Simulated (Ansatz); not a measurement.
Be₂S₂ (the lowest singlet isomer of a short search), 4 atoms. Hardware: 2 threads of Arm Neoverse V2 on a shared host.

Correlated methods freeze 10 core orbitals.

Problem. How many basis functions does each of these Ansatz runs have, and roughly what does it cost? HF/def2-TZVP, charge 0 triplet, energy, from earlier orbitals; revPBE-D4/def2-TZVP, charge 0 singlet, energy, from earlier orbitals; HF/6-31G, charge 0 triplet, energy; CCSD(T)/def2-TZVPP, charge 1 doublet at the geometry of the charge 0 singlet, energy, from earlier orbitals; CCSD(T)/def2-TZVPD, charge -1 doublet at the geometry of the charge 0 singlet, energy, from earlier orbitals; B2PLYP/def2-TZVP, charge 0 quintet, energy, from earlier orbitals; revPBE-D4/def2-TZVP, charge 0 quintet, energy, from earlier orbitals; PBE with 50 % exact exchange/def2-TZVP, charge 0 quintet, energy, from earlier orbitals; PBE with 5 % exact exchange/def2-TZVP, charge 0 quintet, energy, from earlier orbitals; PBE-D4/def2-TZVP, charge 0 triplet, relaxation, 6 steps; revPBE-D4/def2-TZVP, charge 0 triplet, energy, from earlier orbitals; PBE-D4/def2-TZVP, charge 0 unrestricted singlet, energy, from earlier orbitals.

Solution. Other jobs shared the machine, so times can vary by a factor of up to 3. A dash marks memory too small to be measured apart from the calling script's.

| run | functions | fitting or Cholesky vectors | wall time | peak host memory (GiB) |
| --- | --- | --- | --- | --- |
| HF/6-31G, charge 0 triplet, energy | 44 | 530 | 0.5 s | – |
| revPBE-D4/def2-TZVP, charge 0 singlet, energy, from earlier orbitals | 112 | 804 | 0.95 s | – |
| revPBE-D4/def2-TZVP, charge 0 quintet, energy, from earlier orbitals | 112 | 804 | 1.6 s | – |
| PBE-D4/def2-TZVP, charge 0 unrestricted singlet, energy, from earlier orbitals | 112 | 804 | 1.6 s | – |
| revPBE-D4/def2-TZVP, charge 0 triplet, energy, from earlier orbitals | 112 | 804 | 1.8 s | – |
| PBE with 5 % exact exchange/def2-TZVP, charge 0 quintet, energy, from earlier orbitals | 112 | 804 | 1.9 s | – |
| HF/def2-TZVP, charge 0 triplet, energy, from earlier orbitals | 112 | 964 | 2.3 s | – |
| B2PLYP/def2-TZVP, charge 0 quintet, energy, from earlier orbitals | 112 | 741 | 3.2 s | – |
| PBE with 50 % exact exchange/def2-TZVP, charge 0 quintet, energy, from earlier orbitals | 112 | 870 | 4.2 s | – |
| PBE-D4/def2-TZVP, charge 0 triplet, relaxation, 6 steps | 112 | 804 | 6.5 s | – |
| CCSD(T)/def2-TZVPP, charge 1 doublet at the geometry of the charge 0 singlet, energy, from earlier orbitals | 122 | 784 | 6.5 s | 0.7 |
| CCSD(T)/def2-TZVPD, charge -1 doublet at the geometry of the charge 0 singlet, energy, from earlier orbitals | 136 | 896 | 9 s | 0.91 |
